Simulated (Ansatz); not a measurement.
CH₃GeNO (`O[C]1=[N][GeH2]1`). Charge 0, multiplicity 1.

Cartesian coordinates in Å:
```
O -0.510 -1.818 0.448
C -0.111 -0.566 0.282
N 0.451 0.267 1.049
Ge 0.116 0.986 -0.719
H -0.294 -2.072 1.361
H 1.342 1.177 -1.605
H -0.995 2.027 -0.816
```

List the harmonic frequencies (cm⁻¹, unscaled) at PBE0-D4/def2-TZVP in Ansatz. (Estimate.)

Computed: 281, 340, 469, 497, 570, 584, 630, 688, 856, 1161, 1372, 1713, 2196, 2209, 3699.

Is this a minimum?

Yes, all 15 modes are real.

Give the ideal-gas thermochemistry at 298.15 K and 1 bar (rigid rotor, harmonic oscillator; point group Cs, symmetry number 1).

Zero-point energy 103.3 kJ/mol; H(298) − E = 118.4 kJ/mol; entropy 299.3 J/(mol·K), of which translation 168.3, rotation 105.5, vibration 25.5; G(298) − E = 29.2 kJ/mol.
